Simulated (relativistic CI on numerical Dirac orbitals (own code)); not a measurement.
Er3+: 3d photoemission

Computed with this model: Dirac-Coulomb-Breit CI, separate exchange-only KLI orbitals for each configuration, model QED (radiative potential, 1s self-energy scaled to tabulated hydrogen-like ionisation energies), valence Slater integrals scaled by 0.7, multiplet model of photoemission in the sudden approximation; configurations [Xe] 4f11 → [Ar] 3d9 4s2 4p6 4d10 4f11 5s2 5p6; 300 K; Lorentzian 1.26 eV and Gaussian 0.7 eV FWHM. Energies are those of the free ion, without screening or charge transfer. The energies are binding energies and can lie tens of eV above those of solids. S is read from ⟨S²⟩ = S(S + 1).

free ion: ground-state S = 1.47, centroid 1464.29 eV. Peaks (eV, height): 1445.2 (81), 1489.6 (100).

Strongest unbroadened transitions for free ion:

| Energy (eV) | Relative strength |
| --- | --- |
| 1444.96 | 100.0 |
| 1445.40 | 76.7 |
| 1446.21 | 29.6 |
| 1446.47 | 19.8 |
| 1446.61 | 9.3 |
| 1447.22 | 33.5 |
| 1447.86 | 10.1 |
| 1448.16 | 20.3 |
| 1448.24 | 14.5 |
| 1449.03 | 9.4 |
| 1449.08 | 15.1 |
| 1450.34 | 8.2 |
| 1488.81 | 35.1 |
| 1489.29 | 56.5 |
| 1489.61 | 51.0 |
| 1489.75 | 76.0 |
| 1489.87 | 42.8 |
| 1492.21 | 12.3 |
